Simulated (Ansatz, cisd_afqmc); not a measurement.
Species: HGeO, charge 1, singlet. HGeO+ (SMILES [Ge]=[OH+]).
B3LYP-D3(BJ)/def2-TZVP minimum from Ansatz (a program for electronic structure):
```
O
H 1 0.9676
Ge 1 1.6749 2 180.00
```
Charge +1, spin multiplicity 1.

Total energies in cc-pVDZ, 10 correlated electrons, 15 frozen orbitals. Radicals and triplets start from unrestricted determinants; spin-orbit coupling is neglected. Cores are frozen in correlated methods (noble-gas shells, and filled d and f shells in the p block). No relativity. AFQMC is phaseless with a CISD trial state; ± is one standard error, without the phaseless bias. Outlying blocks are dropped, and bars are widened where a walk drifts. Over all cases where full CI ran beside it in this data, AFQMC minus full CI had a median of +0.1 mEh and passed +0.4 mEh in a tenth of the cases. The T1 diagnostic of HGeO+ ([OH+]=[Ge], singlet) reaches 0.025 in the sets run.

| method | program | energy (Eh) | minus CCSDTQ (mEh) |
|---|---|---|---|
| HF | Ansatz | -2150.53631 | 272.20 |
| MP2 | Ansatz | -2150.78649 | 22.02 |
| CCSD | Ansatz | -2150.79912 | 9.39 |
| CCSD(T) | Ansatz | -2150.80708 | 1.43 |
| CCSDT(Q) | Ansatz | -2150.80871 | -0.20 |
| CCSDTQ | Ansatz | -2150.80851 | 0.00 |
| AFQMC/CISD | cisd_afqmc | -2150.8087 ± 0.0006 | -0.2 ± 0.6 |

Rough core times of Ansatz's runs on a shared machine: CCSD(T) under 20 s, CCSDT(Q) under 20 s, CCSDTQ 4 min.
